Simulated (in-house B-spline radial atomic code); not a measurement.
Orbital energies and mean radii along the 52-electron series, configuration [Kr] 4d10 4f6. The effective charge is n√(-2ε), a non-relativistic measure. Computed with an all-electron radial atomic-structure program (B-spline basis): Dirac-Hartree-Fock, average of the configuration, finite nuclei.

| ion | Z | energy of 4f7/2 (Eh) | mean radius of 4f7/2 (bohr) | energy of 4s1/2 (Eh) | mean radius of 4s1/2 (bohr) | effective charge of 4f7/2 |
| --- | --- | --- | --- | --- | --- | --- |
| Er16+ | 68 | -13.353 | 0.58817 | -30.522 | 0.50035 | 20.671 |
| Tm17+ | 69 | ? | ? | ? | ? | ? |
| Yb18+ | 70 | ? | ? | ? | ? | ? |
| Lu19+ | 71 | -18.064 | 0.52536 | -37.359 | 0.46686 | 24.043 |
| Hf20+ | 72 | -19.768 | 0.5078 | -39.802 | 0.45652 | 25.151 |

Fill in the row of Tm17+.

energy of 4f7/2 (Eh): -14.856; mean radius of 4f7/2 (bohr): 0.56527; energy of 4s1/2 (Eh): -32.719; mean radius of 4s1/2 (bohr): 0.48875; effective charge of 4f7/2: 21.804.

Fill in the row of Yb18+.

energy of 4f7/2 (Eh): -16.427; mean radius of 4f7/2 (bohr): 0.54444; energy of 4s1/2 (Eh): -34.998; mean radius of 4s1/2 (bohr): 0.4776; effective charge of 4f7/2: 22.927.

How does the screening of 4f7/2 change?

Z less the effective charge goes from 47.33 at Z = 68 to 46.85 at Z = 72.
